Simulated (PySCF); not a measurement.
States of one metal complex from SC-NEVPT2 in the d shell, PySCF, above the ground state:

| 2S+1 | degeneracy | energy / cm⁻¹ | f (electric dipole) |
| --- | --- | --- | --- |
| 3 | 1 | 0 | – |
| 3 | 1 | 76 | 0 |
| 3 | 1 | 1249 | 1.7e-05 |
| 3 | 2 | 2987 | 7.2e-05 |
| 3 | 2 | 3122 | 2.8e-11 |
| 1 | 1 | 11590 | – |
| 1 | 2 | 14014 | – |
| 3 | 1 | 14262 | 5.2e-07 |
| 1 | 2 | 14296 | – |
| 1 | 2 | 17513 | – |
| 1 | 1 | 21733 | – |
| 1 | 1 | 22024 | – |

Task: Which of these complexes, all computed at model or optimised geometries, gave the data?
A. [VCl5]2- (d2, square pyramidal)
B. [Ni(OH)3]- (d8, trigonal planar)
C. [Ni(NH3)4]2+ (d8, tetrahedral)
D. [Mn(OH)6]- (d2, octahedral)

Result: B. [Ni(OH)3]- (d8, trigonal planar) has 3A'', then 3A'' at 76, 3A' at 1249 cm⁻¹ (NEVPT2). The others: [VCl5]2- (d2, square pyramidal) has 3E, then 3A2 at 404, 3B2 at 4960 cm⁻¹ (NEVPT2); [Ni(NH3)4]2+ (d8, tetrahedral) has 3T1, then 3T2 at 4936, 3A2 at 10622 cm⁻¹ (NEVPT2); [Mn(OH)6]- (d2, octahedral) has 3Eg (from 3T1g), then 3Ag (from 3T1g) at 245, 1Eg (from 1T2g) at 12076 cm⁻¹ (NEVPT2).

The d shell alone is too small an active space for [Mn(OH)6]- (an active orbital has only 0.58 squared overlap with the free ion's shell): its levels, fitted parameters, g values and moments show what this model gives and aren't sound predictions.

On [Ni(OH)3]-: The geometry is a model, and the complex may not exist in this form. 3A'' (76 cm⁻¹) lies within 300 cm⁻¹ of 3A'' at NEVPT2 level, inside the method's error: their order is undecided. NEVPT2 lifts 3E' from 2061 to 3122 cm⁻¹; on the d shell alone such lifts tend to overshoot.
